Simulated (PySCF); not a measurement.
**How methods differ on the ionisation energy of Ge**

Ge [Ar] 3d10 4s2 4p2 (3P) → Ge⁺ [Ar] 3d10 4s2 4p1 (2P), as a difference of total energies. Calculation: PySCF 2.14, in pcseg-2 (6s5p3d1f, 43 functions); the non-relativistic Hamiltonian (point nucleus). Correlated levels: valence: [Ar] 3d10 frozen. The calculations carry no spin-orbit coupling.

| method | ionisation energy (eV) |
| --- | --- |
| UHF | 7.448 |
| MN15 | 8.003 |
| BP86 | 8.035 |
| MP2 (valence) | 7.790 |
| SCS-MP2 (valence) | 7.716 |
| CCSD (valence) | 7.818 |
| CCSD(T) (valence) | 7.844 |

How much does correlation contribute at CCSD(T) (valence)?

7.844 − (7.448) = 0.396 eV, measured against UHF.

These non-relativistic numbers lack the scalar-relativistic shift.

Errors of the correlated levels include the incompleteness of this basis and the frozen core.

For comparison: 7.925 eV (measured; NIST levels, between the centres of gravity of the two terms).
